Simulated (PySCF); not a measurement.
How methods differ on the ionisation energy of B³⁺

B³⁺ 1s2 → B⁴⁺ 1s1 [1s1/2^1, M_J = 1/2], as a difference of total energies. Computed with PySCF 2.14 in an even-tempered Gaussian basis (16 s from 0.83 bohr⁻², ratio 2.4; 8 p from 1.1 bohr⁻², ratio 2.4; 3 d from 4 bohr⁻², ratio 2.6; 3 f from 6 bohr⁻², ratio 2.6), with the two-component X2C-1e Hamiltonian. Correlated levels: nothing frozen; the 30 highest virtual spinors dropped. "Screened" scales the spin-orbit matrix elements by Boettger's factors to mimic the two-electron term; Breit and QED terms are absent.

| method | ionisation energy (eV) |
| --- | --- |
| GHF (screened spin-orbit) | 258.19 |
| GMP2 (screened spin-orbit) | 259.32 |
| GHF (bare spin-orbit) | 258.19 |
| GMP2 (bare spin-orbit) | 259.32 |

Q: How much does correlation contribute at GMP2 (bare spin-orbit)?

A: 259.32 − (258.19) = 1.13 eV, measured against GHF (bare spin-orbit).

For comparison: 259.37 eV (theoretical estimate listed by NIST; NIST Atomic Spectra Database, ionization energies).
